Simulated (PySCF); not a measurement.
**C4H9OSi: g tensor and hyperfine couplings**

Compound: C4H9OSi (doublet state).
Cartesian coordinates in Å at the GFN2-xTB level; atoms count from 1:
```
atom  x, y, z in Å
C1    -0.7094   -0.1462   -1.3644
C2     0.0925    0.9065   -0.7216
C3     0.0802    0.7512    0.7876
C4    -0.2778    1.7184    1.6210
O5     0.4796   -0.4433    1.2582
Si6    0.5724   -1.9098    0.5589
H7    -0.3677   -0.6454   -2.2499
H8    -1.7416   -0.2536   -1.0883
H9    -0.3025    1.9051   -0.9478
H10    1.1289    0.8627   -1.0671
H11   -0.5845    2.6834    1.2642
H12   -0.2635    1.5642    2.6849
H13    1.1932   -2.6130    1.6759
H14   -0.7498   -2.4466    0.2402
H15    1.4458   -1.9256   -0.6161
```

The hyperfine couplings belong to this conformer and change with its torsions.

As a line formula: `[CH2]CC(=C)O[SiH3]` [radical].

Theory: UKS B3LYP, pcH-1 on C H O Si, non-relativistic, mean-field spin-orbit, GIAO in PySCF. Geometry: GFN2-xTB, one conformer, isolated molecule. Couplings are sensitive to structure, and on GFN2-xTB geometries they can be far from those on DFT ones. The SCF solution wasn't tested for stability.

- g1, g2, g3: 2.00216, 2.00286, 2.00318
- g_iso: 2.00273
- Form of g: rhombic: the two nearest values differ by 31 % of g3 − g1
- ⟨S²⟩: 0.7536 (exact 0.7500)
- α and β electrons: 28, 27
- HOMO–LUMO gap, α and β orbitals: 6.60, 4.03 eV
- Total energy: -522.52479 Eh

Hyperfine couplings atom by atom, in G; T1 to T3 are the principal values of the dipolar part; ρ(0) is the spin density at the nucleus (MHz turned into gauss with g_iso; 10 G = 1 mT):

```json
{"atom": "C1", "isotope": "13C", "a_iso": "35.6", "of which spin–orbit": "0.0", "T1": "-28.1", "T2": "-27.8", "T3": "55.9", "Mulliken spin population": "1.03", "ρ(0) (bohr⁻³)": "0.0887"}
{"atom": "C2", "isotope": "13C", "a_iso": "-11.1", "of which spin–orbit": "0.0", "T1": "-0.9", "T2": "-0.2", "T3": "1.2", "Mulliken spin population": "-0.08", "ρ(0) (bohr⁻³)": "-0.0277"}
{"atom": "C3", "isotope": "13C", "a_iso": "16.9", "of which spin–orbit": "0.0", "T1": "-1.5", "T2": "-1.0", "T3": "2.4", "Mulliken spin population": "0.03", "ρ(0) (bohr⁻³)": "0.0421"}
{"atom": "C4", "isotope": "13C", "a_iso": "-0.5", "of which spin–orbit": "0.0", "T1": "-0.5", "T2": "0.0", "T3": "0.5", "Mulliken spin population": "0.00", "ρ(0) (bohr⁻³)": "-0.0011"}
{"atom": "O5", "isotope": "17O", "a_iso": "-0.1", "of which spin–orbit": "0.0", "T1": "-0.7", "T2": "0.2", "T3": "0.4", "Mulliken spin population": "0.00", "ρ(0) (bohr⁻³)": "0.0002"}
{"atom": "Si6", "isotope": "29Si", "a_iso": "-0.8", "of which spin–orbit": "0.0", "T1": "-0.9", "T2": "0.3", "T3": "0.5", "Mulliken spin population": "0.01", "ρ(0) (bohr⁻³)": "0.0024"}
{"atom": "H7", "isotope": "1H", "a_iso": "-21.2", "of which spin–orbit": "0.0", "T1": "-13.5", "T2": "-0.2", "T3": "13.8", "Mulliken spin population": "-0.04", "ρ(0) (bohr⁻³)": "-0.0133"}
{"atom": "H8", "isotope": "1H", "a_iso": "-20.3", "of which spin–orbit": "0.0", "T1": "-13.4", "T2": "-0.4", "T3": "13.7", "Mulliken spin population": "-0.04", "ρ(0) (bohr⁻³)": "-0.0127"}
{"atom": "H9", "isotope": "1H", "a_iso": "50.7", "of which spin–orbit": "0.0", "T1": "-2.1", "T2": "-0.9", "T3": "2.9", "Mulliken spin population": "0.06", "ρ(0) (bohr⁻³)": "0.0318"}
{"atom": "H10", "isotope": "1H", "a_iso": "2.7", "of which spin–orbit": "0.0", "T1": "-1.8", "T2": "-1.4", "T3": "3.2", "Mulliken spin population": "0.00", "ρ(0) (bohr⁻³)": "0.0017"}
{"atom": "H11", "isotope": "1H", "a_iso": "0.0", "of which spin–orbit": "0.0", "T1": "-0.6", "T2": "-0.4", "T3": "1.0", "Mulliken spin population": "0.00", "ρ(0) (bohr⁻³)": "0.0000"}
{"atom": "H12", "isotope": "1H", "a_iso": "0.5", "of which spin–orbit": "0.0", "T1": "-0.4", "T2": "-0.2", "T3": "0.7", "Mulliken spin population": "0.00", "ρ(0) (bohr⁻³)": "0.0003"}
{"atom": "H13", "isotope": "1H", "a_iso": "11.5", "of which spin–orbit": "0.0", "T1": "-0.5", "T2": "-0.4", "T3": "0.9", "Mulliken spin population": "0.02", "ρ(0) (bohr⁻³)": "0.0072"}
{"atom": "H14", "isotope": "1H", "a_iso": "9.0", "of which spin–orbit": "0.0", "T1": "-1.7", "T2": "-1.0", "T3": "2.6", "Mulliken spin population": "0.01", "ρ(0) (bohr⁻³)": "0.0057"}
{"atom": "H15", "isotope": "1H", "a_iso": "7.5", "of which spin–orbit": "0.0", "T1": "-1.4", "T2": "-0.8", "T3": "2.2", "Mulliken spin population": "0.01", "ρ(0) (bohr⁻³)": "0.0047"}
```

The largest Mulliken spin populations are on C1 (+1.03) and C2 (-0.08). No atom but C1 exceeds +0.15. The positive populations add up to 1.17 and the negative ones to -0.17, together 2S = 1. The angles at C1 add up to 358.4°, so it is nearly planar; its axial dipolar tensor and the negative couplings of its protons fit spin in a p orbital normal to that plane.

Under fast tumbling the dipolar parts average out, and these isotropic splittings remain: 2 × 1H (H9/H10, I = 1/2, 3 lines) with 2.67 mT, 2 × 1H (H7/H8, I = 1/2, 3 lines) with 2.07 mT, 3 × 1H (H13/H14/H15, I = 1/2, 4 lines) with 0.93 mT and 1 × 1H (H12, I = 1/2, 2 lines) with 0.05 mT.

Class means assume fast exchange of nuclei equivalent by connectivity; if that motion is slow, each nucleus keeps its own coupling. The 1H value of +74.9 MHz is a mean of couplings from 7.7 to 142.1 MHz in this one geometry, not an average over conformers.

The 13C coupling of C1 (99.7 MHz) shows only in satellite lines or after enrichment, since that isotope makes up about 1.07 % of natural carbon.

Examples of negative spin density at the nucleus (bohr⁻³): C2 (-0.0277), H7/H8 (-0.0130) and C4 (-0.0011).

The run took 69 s of wall time (with the writing of density and orbital grids) on an Arm Neoverse V1 with one thread, shared host with 32 logical CPUs at a one-minute load of 53, and the process peaked at 0.94 GiB of memory.
